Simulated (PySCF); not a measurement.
Computed IR spectrum (relative IR intensity) of a molecule C2H6O2Si. Geometry optimised at PBE-D3(BJ)/def2-SVP. One conformer was computed; it need not be the lowest. All values below come from PBE-D3(BJ)/def2-SVP in PySCF. Frequencies are harmonic and unscaled.

Lines under 2 % of the strongest are left out, and lines within 2 cm⁻¹ are merged.

ν (cm⁻¹): 369 (vw), 423 (w), 495 (w), 645 (m), 664 (m), 674 (m), 723 (m), 744 (w), 853 (vs), 907 (m), 1116 (vs), 1217 (w), 1279 (w), 1377 (vw), 1753 (vs), 2161 (m), 2173 (s), 3536 (w) (against the strongest line: vs over 80 %, s over 45 %, m over 15 %, w over 4 %, vw less)

Task: Pick the molecule that these values belong to.
A. C[SiH2]C(=O)O
B. [SiH3]C1OCO1
C. O=CC[SiH2]O
D. C1OC[SiH2]O1

Result: A, C[SiH2]C(=O)O
